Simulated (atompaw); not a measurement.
**What one change does to a pseudopotential (Ca, PAW (atompaw))**

* Element: calcium (Ca)
* Generator: atompaw 4.2.0.5
* Type: PAW
* Functional: LDA (PW92)
* Relativity: scalar-relativistic
* Frozen core: [Ne]
* Valence charge: 10
* Reference configuration: 3s2 3p6 3d0 4s2 4p0
* Partial waves: 3s (bound): rc 1.45 bohr; 4s (bound): rc 2.10 bohr; 3p (bound): rc 1.80 bohr; 4p (bound, empty): rc 1.90 bohr; 3d (bound, empty): rc 2.45 bohr; 3d channel at 0.4 Ry: rc 2.45 bohr
* Local potential: troulliermartins scheme with l = 3 at -0.5 Ry, radius 1.80 bohr
* Core correction: smooth core density matched at 1.60 bohr
* Augmentation charge: gaussian compensation charge, radius 2.00 bohr; PAW radius 2.45 bohr; waves and projectors: custom polynom2 7 10 vanderbiltortho

Change: all radii scaled by about 0.87 (s 1.26, p 1.56, d 2.14 bohr); local potential troulliermartins scheme with l = 3 at -0.5 Ry, radius 1.56 bohr; augmentation gaussian compensation charge, radius 1.74 bohr; PAW radius 2.14 bohr; waves and projectors: custom polynom2 7 10 vanderbiltortho; core correction smooth core density matched at 1.40 bohr.

Cutoffs: the cutoffs (Ry, on a coarse ladder) from which the occupation-weighted sum of valence levels, in a spherical-Bessel basis at the reference potential, stays within 10 and 1 mRy of its value at 400 Ry; they do not see the model core or the augmentation charge, which bear on the density cutoff.

Q: What does the change do?

A: The potential gets harder (21 Ry and 25 Ry → 25 Ry and 80 Ry); neither file shows a bound ghost. A smaller radius makes the pseudo-wave follow the all-electron one further in, where it bends more sharply, so more plane waves are needed.

```csv
quantity,base,changed
"cutoff, loose",21 Ry,25 Ry
"cutoff, tight",25 Ry,80 Ry
bound ghosts,none,none
lowest overlap eigenvalue by channel,"s 0.68, p 0.88, d 0.95","s 0.38, p 0.87, d 0.94"
```

 The cutoffs see the waves, projectors and local potential, not the compensation charge or the core.
